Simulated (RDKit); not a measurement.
Input file for RDKit: MMFF94 on C2H2O3 (a complex).

```python
from rdkit import Chem
from rdkit.Chem import AllChem, rdDetermineBonds

blocks = [
'''3

O    -1.20654058   -0.02530455   -0.24190497
C    -0.08137328    0.02406843    0.02665497
O     1.05660406    0.07162900    0.25576105
''',
'''4

C     0.56826895    0.25543599    3.42320696
O    -0.48485864    0.17529667    2.85130498
H     0.62649553    0.32383642    4.52573240
H     1.52788451    0.26458728    2.87541006
''',
]
mol = None
for b in blocks:
    f = Chem.MolFromXYZBlock(b)
    rdDetermineBonds.DetermineBonds(f, charge=0)
    mol = f if mol is None else Chem.CombineMols(mol, f)
Chem.SanitizeMol(mol)
print(Chem.MolToSmiles(Chem.RemoveHs(mol)))
ff = AllChem.MMFFGetMoleculeForceField(mol, AllChem.MMFFGetMoleculeProperties(mol), nonBondedThresh=100.0, ignoreInterfragInteractions=False)
e = ff.CalcEnergy()
print(f'MMFF94 energy {e:.6f} kcal/mol')
```

It printed:

```
C=O.O=C=O
MMFF94 energy 81.780773 kcal/mol
```

The run finished.

Cost: very roughly 0.020 core-seconds.
